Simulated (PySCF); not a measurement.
**Br: ionisation energy**

Br [Ar] 3d10 4s2 4p5 (2P) → Br⁺ [Ar] 3d10 4s2 4p4 (3P), as a difference of total energies. Computed with PySCF 2.14 in cc-pVDZ-DK (5s4p2d, 27 functions), with scalar relativity by spin-free X2C-1e. Correlated levels: valence: [Ar] 3d10 frozen. The calculations carry no spin-orbit coupling.

```tsv
method	ionisation energy (eV)
UHF	10.759
r2SCAN	11.880
M06-L	11.757
MP2 (valence)	11.316
SCS-MP2 (valence)	11.292
CCSD (valence)	11.279
CCSD(T) (valence)	11.280
```

Question: How much does correlation contribute at CCSD(T) (valence)?

Answer: 11.280 − (10.759) = 0.521 eV, measured against UHF.

Errors of the correlated levels include the incompleteness of this basis and the frozen core.

For comparison: 11.844 eV (measured; NIST levels, between the centres of gravity of the two terms).
